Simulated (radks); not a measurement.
Problem. The mean radii <r> (bohr) of the occupied orbitals of an atom or ion are listed with their occupations. Method: Dirac Kohn-Sham, PBE, spin-unpolarised, spherical densities, finite nucleus; Fermi nuclear charge, rms radius of each element as measured or else 0.836 A^(1/3) + 0.57 fm; computed with a radial shooting solver on a logarithmic mesh with Libxc functionals.

orbital  occ.      <r>
1s1/2       2  0.03609
2s1/2       2   0.1577
2p1/2       2   0.1346
2p3/2       4   0.1391
3s1/2       2   0.4427
3p1/2       2   0.4382
3p3/2       4   0.4487
3d3/2       4   0.4301
3d5/2       6   0.4336
4s1/2       2    1.123
4p1/2       2    1.212
4p3/2       4    1.236

Name the element and its charge. Open shells, if any, fill j = l - 1/2 first.

Solution. Z = 41, niobium, charge +5: Nb5+ in [Kr]. The 1s radius gives Z: for a bare nucleus <r> = (2 gamma + 1)/(2Z) with gamma = sqrt(1 - (Z/c)^2), 0.03547 bohr for Z = 41, and screening makes it slightly larger (0.03609 here). The occupations add up to 36, and the charge is Z minus that.
